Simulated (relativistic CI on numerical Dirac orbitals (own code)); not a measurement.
## Transition arrays of Gd²⁰⁺

Computed by Dirac-Coulomb-Breit CI, KLI orbitals optimised for each configuration, a model potential for QED, valence Slater integrals scaled by 0.9, whole transition arrays (own radial code, finite nucleus).

Configuration list (outside the closed core [Ar] 3d10 4s2): 4p⁶4d⁸, 4p⁶4d⁷4f, 4p⁵4d⁹, 4p⁶4d⁷5p, 4p⁶4d⁷5f. Levels of other configurations are missing.

All E1 lines from the levels of 4p⁶4d⁸; mean and standard deviation are weighted by gf, and upper levels are sorted by their leading configuration.

| Upper configuration | Lines | Σgf | Mean (eV) | Mean (nm) | σ (eV) | Strongest line (nm) |
| --- | --- | --- | --- | --- | --- | --- |
| 4p⁶4d⁷4f | 737 | 321.9 | 182.98 | 6.776 | 4.39 | 6.728 |
| 4p⁵4d⁹ | 44 | 21.7 | 183.14 | 6.770 | 18.26 | 6.559 |
| 4p⁶4d⁷5p | 466 | 35.2 | 244.35 | 5.074 | 4.02 | 5.079 |
| 4p⁶4d⁷5f | 721 | 43.8 | 358.08 | 3.462 | 4.15 | 3.431 |

Σgf per state of the lower configuration in bins of 0.1 nm over the central range (centre: value): 3.45: 0.75, 3.55: 0.19, 4.95: 0.07, 5.05: 0.42, 5.15: 0.23, 6.35: 0.07, 6.45: 0.15, 6.55: 0.55, 6.65: 0.49, 6.75: 4.08, 6.85: 1.93, 6.95: 0.16.

Task: How do configuration mixing and the scaling of the Slater integrals move the arrays?

Result: Slater scale 0.9, no configuration mixing: 4p⁶4d⁷4f 179.5 ± 6.1 eV (Σgf 281.0), 4p⁵4d⁹ 153.0 ± 15.5 eV (Σgf 41.0), 4p⁶4d⁷5p 244.6 ± 4.0 eV (Σgf 41.8), 4p⁶4d⁷5f 358.0 ± 4.2 eV (Σgf 49.3); Slater scale 1: 4p⁶4d⁷4f 186.9 ± 4.6 eV (Σgf 349.1), 4p⁵4d⁹ 127.9 ± 3.3 eV (Σgf 1.9), 4p⁶4d⁷5p 244.4 ± 4.2 eV (Σgf 34.2), 4p⁶4d⁷5f 358.2 ± 4.3 eV (Σgf 43.7); Slater scale 0.8: 4p⁶4d⁷4f 179.4 ± 4.4 eV (Σgf 314.9), 4p⁵4d⁹ 179.4 ± 17.9 eV (Σgf 21.3), 4p⁶4d⁷5p 244.3 ± 3.8 eV (Σgf 36.1), 4p⁶4d⁷5f 358.0 ± 4.0 eV (Σgf 43.9). With mixing, levels are counted to their leading configuration, so an array can shrink or vanish into another, and the sums then hold other lines.
